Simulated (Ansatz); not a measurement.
A nudged elastic band was laid between two geometries of BrCl₂F₂HHf (7 atoms, charge 0, multiplicity 1).

Method: RKS B3LYP-D4/def2-SVP (Ansatz).

| Item | Value |
| --- | --- |
| movable images | 5 |
| climbing image | yes |
| spring | 5.0 eV/Å² |
| optimiser | quadratic models (default) |
| start path | straight line |
| force threshold | 0.03 eV/Å |
| iteration limit | 60 |
| end points | relaxed |

Initial state:

```xyz
7
Properties=species:S:1:pos:R:3
Hf 0.026 0.000 -0.071
F 0.238 0.000 1.836
F 1.832 0.000 -0.648
Cl -0.826 1.989 -1.014
Cl -0.826 -1.989 -1.014
Br -2.896 0.000 1.403
H -2.190 0.000 2.649
```

Final state:

```xyz
7
Properties=species:S:1:pos:R:3
Hf -0.550 -0.001 -0.097
F 0.063 -0.006 2.135
F 1.356 0.004 -0.068
Cl -0.990 1.893 -1.391
Cl -0.987 -1.898 -1.389
Br -2.696 0.006 1.454
H -0.838 0.002 2.498
```

Question: Which bonds break or form, and what moves?

Answer: Bonds broken: Br6–H7. Bonds formed: F2–H7.

Question: Give the energies along the band, and the barrier.

Answer: The forces met the threshold. The highest image is number 4 of 0 to 6, 40.7 kJ/mol above the first end and 14.3 kJ/mol above the last; the last end lies 26.5 kJ/mol above the first. Another band between the same ends (5 images) ends at a top of the same energy, where a vibrational analysis finds 1 clearly imaginary mode. The orbitals stay closed-shell, which can raise the energy where a bond breaks towards radicals; this wasn't checked here.

```tsv
image	path coordinate (Å)	energy (kJ/mol)	Br6–H7 (Å)	F2–H7 (Å)
0	0.00	0.0	1.43	2.56
1	0.34	2.1	1.43	2.19
2	0.68	9.8	1.44	1.86
3	1.02	25.2	1.49	1.56
4	1.36	40.7	1.66	1.21
5	1.68	31.0	1.92	1.02
6	1.99	26.5	2.13	0.97
```

Question: What is the geometry of the highest image?

Answer: 
```xyz
7
Properties=species:S:1:pos:R:3
Hf -0.354 0.000 -0.028
F -0.034 -0.005 2.047
F 1.536 0.004 -0.197
Cl -0.914 1.930 -1.227
Cl -0.912 -1.934 -1.221
Br -2.732 0.007 1.527
H -1.230 -0.001 2.242
```

The band took 9 iterations and about 12 core-minutes.

Time of the run: 3.3 min on 4 threads of Intel(R) Xeon(R) Platinum 8259CL CPU @ 2.50GHz (Skylake/Cascade Lake) (shared host), peak memory 0.44 GiB.
